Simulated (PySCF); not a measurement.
SCF from a fresh guess for singlet IPbN, at the PBE0 minimum. PySCF input:

```python
from pyscf import gto, scf, dft
mol = gto.M(atom='''
Pb    -0.913850     0.000000     0.000000
N     -2.795700     0.000000     0.000000
I      1.806150     0.000000    -0.000000''',
    basis={'Pb': 'def2-TZVP', 'N': 'def2-TZVP', 'I': 'def2-TZVP'},
    ecp={'Pb': 'def2-TZVP', 'I': 'def2-TZVP'},
    charge=0, spin=0)
mf = dft.RKS(mol, xc='PBE0')
mf.grids.atom_grid = (50, 194)
aux = {'Pb': 'def2-universal-JKFIT', 'N': 'def2-universal-JKFIT', 'I': 'def2-universal-JKFIT'}
mf = mf.density_fit(auxbasis=aux)
mf.conv_tol = 1e-08
mf.diis_space = 10
mf.max_cycle = 60
mf.init_guess = 'minao'
mf.verbose = 4
mf.kernel()
```

Excerpt of the output (cycles and frontier levels):

```
init E= -470.608670527654
  HOMO = -0.925640485564055  LUMO = -0.881527562093481  gap/eV = 1.20037
cycle= 1 E= -539.476498323471  delta_E= -68.9  |g|= 4.88  |ddm|= 22.5
  HOMO = -0.174156465883949  LUMO = -0.0499922119796423  gap/eV = 3.37868
cycle= 2 E= -503.372015424585  delta_E= 36.1  |g|= 13.4  |ddm|= 20.1
  HOMO = -0.14488685489634  LUMO = -0.0606170823837164  gap/eV = 2.29310
cycle= 3 E= -542.466490104728  delta_E= -39.1  |g|= 3.57  |ddm|= 16.9
  HOMO = -0.176463753945343  LUMO = -0.0619568399585066  gap/eV = 3.11589
cycle= 4 E= -544.967822845951  delta_E= -2.5  |g|= 1.02  |ddm|= 2.92
  HOMO = -0.316364792282731  LUMO = -0.1915695882719  gap/eV = 3.39585
cycle= 5 E= -544.558506404049  delta_E= 0.409  |g|= 1.59  |ddm|= 1.73
  HOMO = -0.247498546810352  LUMO = -0.146882423329945  gap/eV = 2.73790
cycle= 6 E= -545.185044526529  delta_E= -0.627  |g|= 0.275  |ddm|= 1.39
  HOMO = -0.267217523312009  LUMO = -0.143464744854251  gap/eV = 3.36748
cycle= 7 E= -545.20142318617  delta_E= -0.0164  |g|= 0.0886  |ddm|= 0.344
  HOMO = -0.257982857775862  LUMO = -0.133016975706594  gap/eV = 3.40049
cycle= 8 E= -545.202732064628  delta_E= -0.00131  |g|= 0.0365  |ddm|= 0.117
  HOMO = -0.260591085224783  LUMO = -0.133006288790259  gap/eV = 3.47176
cycle= 9 E= -545.2031110691  delta_E= -0.000379  |g|= 0.00466  |ddm|= 0.0395
  HOMO = -0.260343414403404  LUMO = -0.133187272184538  gap/eV = 3.46009
cycle= 10 E= -545.203117205458  delta_E= -6.14e-06  |g|= 0.00345  |ddm|= 0.0126
  HOMO = -0.260514362529043  LUMO = -0.133189703856861  gap/eV = 3.46468
cycle= 11 E= -545.203120740854  delta_E= -3.54e-06  |g|= 0.000879  |ddm|= 0.00355
  HOMO = -0.260540831095315  LUMO = -0.133190871285915  gap/eV = 3.46537
cycle= 12 E= -545.203120955424  delta_E= -2.15e-07  |g|= 0.000209  |ddm|= 0.000791
  HOMO = -0.260551715768487  LUMO = -0.133188237468929  gap/eV = 3.46574
cycle= 13 E= -545.203120964514  delta_E= -9.09e-09  |g|= 1.87e-05  |ddm|= 0.000268
  HOMO = -0.26055050922496  LUMO = -0.133186996590716  gap/eV = 3.46574
Extra cycle  E= -545.203120964542  delta_E= -2.79e-11  |g|= 1.76e-05  |ddm|= 4.6e-05
converged SCF energy = -545.203120964542
```

No lower solution of this spin was found by a stability analysis within the restricted form, which does not test spin polarisation.

No spin–orbit coupling is included, which matters more the heavier the element.

The search for the lowest solution, with the stability check, took 9.1 s on 4 threads of a shared Arm Neoverse V1 host, with 131 basis functions; the process peaked at 0.4 GiB. Launch command: `OMP_NUM_THREADS=4 python axn.py task.json out`.
